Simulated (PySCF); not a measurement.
SiHI3, SMILES I[SiH](I)I.

Geometry: PBE-D3(BJ)/def2-SVP. The def2 effective core potentials stand for the cores of I; spin–orbit coupling is left out.

Method: r2SCAN/def2-TZVP (PySCF).

Symmetry labels are those of the subgroup Cs that the program uses (full group C3v).

Computed valence orbital energies around the gap with their symmetry:
| orbital | symmetry | energy (eV) |
|---|---|---|
| HOMO−7 | A' | -9.49 |
| HOMO−6 | A" | -9.49 |
| HOMO−5 | A' | -7.56 |
| HOMO−4 | A" | -7.56 |
| HOMO−3 | A' | -7.31 |
| HOMO−2 | A' | -7.15 |
| HOMO−1 | A" | -7.15 |
| HOMO | A" | -6.86 |
| LUMO | A' | -2.84 |
| LUMO+1 | A' | -1.38 |
| LUMO+2 | A" | -1.38 |
| LUMO+3 | A' | -0.09 |
